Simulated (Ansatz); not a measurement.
Reaction (formal exchange of groups at the Si–N bond): `CN[SiH](N)O` + `C=C[Si](N)(O)O` → `N[SiH](O)[Si](N)(O)O` + `C=CNC`

Calculated with Ansatz (gas phase, PBE0-D4/def2-TZVP geometries, no zero-point term in ΔE). CBS: MP2 limit from def2 TZ/QZ plus the TZ coupled-cluster correction, frozen cores. DFT in def2-TZVPP. B3LYP here is the variant with VWN-RPA as its local correlation; programs differ in this. Each species was taken in one conformer, which may not be the lowest.

```csv
level,ΔE (kJ/mol),difference from CCSD(T)/CBS
PBE-D4,87.0,-39.0
r2SCAN-D4,109.4,-16.6
ωB97X-V,113.0,-13.0
B3LYP,108.7,-17.3
HF/def2-TZVPP,138.8,12.8
MP2/def2-TZVPP,131.4,5.4
SCS-MP2/def2-TZVPP,131.7,5.7
HF/def2-QZVPP,139.8,13.8
MP2/def2-QZVPP,131.3,5.3
HF/CBS(def2),139.9,13.9
CCSD(T)/CBS,126.0,0
```

Largest T1 diagnostic among the species: 0.012.

In def2-TZVPP, CCSD(T) changes the Hartree–Fock value by −12.1 kJ/mol (the triples alone add −3.4 kJ/mol) and MP2 by −7.4 kJ/mol. From PBE to PBE0 (25 % exact exchange), in def2-TZVPP and without D4, ΔE moves by +14.4 kJ/mol.
